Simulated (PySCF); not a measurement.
B(CCH)(Me)(OH) (C3H5BO), SMILES B(O)(C)C#C.

Geometry optimised at PBE-D3(BJ)/def2-SVP. The structure was generated by enumeration, and PubChem lists no compound with its InChIKey, so it may never have been made. One conformer was computed; it need not be the lowest.

Computed with TDA-ωB97X/def2-SVPD in PySCF.

Vertical excitations. 

| state | energy (eV) | λ (nm) | f | main pairs |
|---|---|---|---|---|
| S1 | 5.34 | 232 | 0.000 | HOMO→LUMO 94 % |
| S2 | 6.08 | 204 | 0.026 | HOMO−1→LUMO 61 %, HOMO→LUMO+2 26 % |
| S3 | 6.65 | 186 | 0.000 | HOMO−1→LUMO+2 70 %, HOMO−1→LUMO+1 14 %, HOMO−1→LUMO+4 12 % |
| S4 | 7.27 | 171 | 0.004 | HOMO−2→LUMO 93 % |
| S5 | 8.08 | 153 | 0.109 | HOMO→LUMO+1 73 % |
| S6 | 8.23 | 151 | 0.051 | HOMO−1→LUMO+1 69 %, HOMO−1→LUMO+2 11 % |
| S7 | 8.94 | 139 | 0.144 | HOMO−3→LUMO 51 %, HOMO−2→LUMO+1 21 %, HOMO−2→LUMO+2 10 % |
| S8 | 8.99 | 138 | 0.003 | HOMO−4→LUMO 52 %, HOMO−6→LUMO 36 % |
| S9 | 9.12 | 136 | 0.310 | HOMO−2→LUMO+1 51 %, HOMO−3→LUMO 15 %, HOMO→LUMO+2 9 % |
| S10 | 9.22 | 134 | 0.152 | HOMO→LUMO+3 55 %, HOMO→LUMO+5 9 % |
| T1 | 4.65 | 267 | 0 | HOMO−1→LUMO 82 % |
| T2 | 4.96 | 250 | 0 | HOMO→LUMO 89 % |
| T3 | 5.54 | 224 | 0 | HOMO→LUMO+2 62 %, HOMO→LUMO+4 12 % |
| T4 | 6.27 | 198 | 0 | HOMO−1→LUMO+2 67 %, HOMO−1→LUMO+4 12 %, HOMO−1→LUMO+1 11 % |
Triplets are in the Tamm–Dancoff approximation.
